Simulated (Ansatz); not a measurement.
Molecule: (1-chloro-2-methylprop-1-enyl)silane, C4H9ClSi, net charge 0, singlet state. 
Geometry from a B3LYP-D3(BJ)/def2-TZVP (Ansatz, a first-principles code) optimisation:
SMILES: CC(C)=C([SiH3])Cl
```xyz
15

C     -2.3203     0.1064     0.3978
C     -0.9452     0.6184     0.0950
C     -0.8625     2.1095    -0.0867
C      0.1528    -0.1381    -0.0136
Si     1.8883     0.4715    -0.3908
Cl     0.0579    -1.8936     0.2094
H     -3.0101     0.3925    -0.4017
H     -2.3485    -0.9728     0.5127
H     -2.6968     0.5665     1.3162
H      0.1423     2.4669    -0.3051
H     -1.2104     2.6189     0.8164
H     -1.5162     2.4274    -0.9038
H      2.7967    -0.6882    -0.4750
H      1.9138     1.2112    -1.6756
H      2.3604     1.3910     0.6724
```
Charge 0, spin multiplicity 1.

Quantity: vertical ionisation energy (to the doublet state of charge +1; each state is the SCF solution reached for its spin), in eV. Cores are frozen in the correlated levels unless marked. Open shells are spin-unrestricted. Spin-orbit coupling is left out. No relativistic terms. CBS marks a two-point X^-3 extrapolation of the correlation energy; Hartree-Fock from the larger set.

| level | program | vertical ionisation energy (eV) |
|---|---|---|
| HF/aug-cc-pV(D+d)Z | Ansatz | 8.00 |
| HF/aug-cc-pV(T+d)Z | Ansatz | 7.99 |
| HF/aug-cc-pV(Q+d)Z | Ansatz | 7.99 |
| SVWN5/def2-TZVPD | Ansatz | 8.83 |
| PBE/def2-TZVPD | Ansatz | 8.67 |
| r2SCAN/def2-TZVPD | Ansatz | 8.71 |
| B3LYP/def2-TZVPD | Ansatz | 8.85 |
| PBE0/def2-TZVPD | Ansatz | 8.85 |
| BHLYP/def2-TZVPD | Ansatz | 8.83 |
| CAM-B3LYP/def2-TZVPD | Ansatz | 8.96 |
| wB97M-V/def2-TZVPD | Ansatz | 8.97 |
| wB97X-V/def2-TZVPD | Ansatz | 8.99 |
| B2PLYP/def2-TZVPD | Ansatz | 8.95 |
| MP2/aug-cc-pV(D+d)Z | Ansatz | 9.30 |
| RI-MP2/aug-cc-pV(T+d)Z | Ansatz | 9.42 |
| RI-MP2/aug-cc-pV(Q+d)Z | Ansatz | 9.48 |
| RI-MP2/CBS(aug-cc-pV(T+d)Z,aug-cc-pV(Q+d)Z) | Ansatz | 9.51 |
| SCS-MP2/aug-cc-pV(D+d)Z | Ansatz | 9.26 |
| CCSD/aug-cc-pV(D+d)Z | Ansatz | 9.02 |
| CCSD(T)/aug-cc-pV(D+d)Z | Ansatz | 9.06 |
